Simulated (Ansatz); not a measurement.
C₄H₆F₄ (`FC[C@@H](F)[C@H](F)CF`). Total charge 0; spin multiplicity 1. The structure was optimised at the PBE0-D4/def2-TZVP level. It is one conformer, not always the lowest.

```xyz
14

F    -1.916    2.196   -0.757
C    -1.448    1.252    0.128
C    -0.244    0.562   -0.456
F     0.820    1.447   -0.485
C     0.138   -0.678    0.322
F     0.128   -0.407    1.679
C     1.495   -1.201   -0.069
F     1.675   -2.461    0.452
H    -1.182    1.749    1.063
H    -2.244    0.525    0.314
H    -0.457    0.278   -1.493
H    -0.615   -1.455    0.142
H     2.278   -0.546    0.317
H     1.574   -1.261   -1.159
```

Task: What is the dipole moment at ωB97M-V/def2-TZVPP? (Estimate.)

Result: The calculation gave: 1.69 D, with components (-0.87, -0.95, -1.09) D in this frame, pointing from negative to positive charge.

Task: And with PBE, r2SCAN, B3LYP? (Estimate.)

Result: Computed: PBE 1.57 D, r2SCAN 1.64 D, B3LYP 1.70 D.

Task: Give the Mulliken charges with ωB97M-V, PBE, B3LYP in def2-TZVPP. (Estimate.)

Result: The calculation gave: 
```json
{"atom": "F1", "ωB97M-V": "-0.22", "PBE": "-0.19", "B3LYP": "-0.24"}
{"atom": "C2", "ωB97M-V": "0.03", "PBE": "0.05", "B3LYP": "0.08"}
{"atom": "C3", "ωB97M-V": "0.10", "PBE": "0.13", "B3LYP": "0.16"}
{"atom": "F4", "ωB97M-V": "-0.22", "PBE": "-0.20", "B3LYP": "-0.24"}
{"atom": "C5", "ωB97M-V": "0.10", "PBE": "0.13", "B3LYP": "0.16"}
{"atom": "F6", "ωB97M-V": "-0.22", "PBE": "-0.20", "B3LYP": "-0.24"}
{"atom": "C7", "ωB97M-V": "0.03", "PBE": "0.05", "B3LYP": "0.08"}
{"atom": "F8", "ωB97M-V": "-0.22", "PBE": "-0.19", "B3LYP": "-0.24"}
{"atom": "H9", "ωB97M-V": "0.12", "PBE": "0.09", "B3LYP": "0.10"}
{"atom": "H10", "ωB97M-V": "0.09", "PBE": "0.07", "B3LYP": "0.07"}
{"atom": "H11", "ωB97M-V": "0.09", "PBE": "0.05", "B3LYP": "0.07"}
{"atom": "H12", "ωB97M-V": "0.09", "PBE": "0.05", "B3LYP": "0.07"}
{"atom": "H13", "ωB97M-V": "0.12", "PBE": "0.09", "B3LYP": "0.10"}
{"atom": "H14", "ωB97M-V": "0.09", "PBE": "0.07", "B3LYP": "0.07"}
```

B3LYP here is the variant with VWN-RPA as its local correlation; programs differ in this.
